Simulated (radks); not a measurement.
All-electron atom: Ru II in [Kr] 4d7.

All-electron calculation, Dirac Kohn-Sham, PBEsol, spin-unpolarised, spherical densities, point nucleus; open shells are shared between the two j in proportion to 2j + 1. Program: a radial shooting solver on a logarithmic mesh with Libxc functionals.

Energy parts (hartree):
part                        energy
total                  -4528.95189
kinetic                 4712.59220
electron-nucleus      -10947.34670
Hartree                 1836.94828
exchange-correlation    -131.14566

Orbitals (lengths in bohr, moments of r in powers of bohr; <r^-3> diverges for s and p1/2; r(max) is where P^2 peaks; r(90%) holds 90 % of the orbital's charge):
| orbital | occ. | eigenvalue (hartree) | <r^-3> | r(90%) | r(max) | <r^4> |
|---|---|---|---|---|---|---|
| 1s1/2 | 2 | -805.5611 | - | 0.0600 | 0.02172 | 5.917e-06 |
| 2s1/2 | 2 | -116.0324 | - | 0.225 | 0.1231 | 0.001076 |
| 2p1/2 | 2 | -107.2537 | - | 0.202 | 0.09549 | 0.0007087 |
| 2p3/2 | 4 | -102.4467 | 2800 | 0.209 | 0.09949 | 0.0008024 |
| 3s1/2 | 2 | -20.64577 | - | 0.595 | 0.3620 | 0.05330 |
| 3p1/2 | 2 | -17.24049 | - | 0.598 | 0.3487 | 0.05411 |
| 3p3/2 | 4 | -16.42473 | 482.0 | 0.613 | 0.3583 | 0.05990 |
| 3d3/2 | 4 | -10.39192 | 72.02 | 0.609 | 0.2993 | 0.05860 |
| 3d5/2 | 6 | -10.23293 | 68.32 | 0.614 | 0.3021 | 0.06055 |
| 4s1/2 | 2 | -3.07451 | - | 1.48 | 0.9144 | 2.110 |
| 4p1/2 | 2 | -2.06190 | - | 1.64 | 0.9661 | 3.173 |
| 4p3/2 | 4 | -1.93744 | 73.52 | 1.69 | 0.9913 | 3.560 |
| 4d3/2 | 2.8 | -0.46846 | 5.734 | 2.63 | 1.208 | 22.04 |
| 4d5/2 | 4.2 | -0.45622 | 5.365 | 2.67 | 1.221 | 23.37 |
| 5s1/2 | 0 | -0.38439 | - | 4.49 | 2.584 | 173.1 |
| 5p1/2 | 0 | -0.22647 | - | 5.81 | 3.217 | 479.0 |
| 5p3/2 | 0 | -0.21849 | 4.726 | 5.96 | 3.316 | 530.8 |

The highest occupied level is 4d5/2 at -12.414 eV. Summed over all electrons, <r^2> = 37.69 bohr^2, which gives a Langevin (diamagnetic) susceptibility term of -29.9 x 10^-6 cm^3/mol.
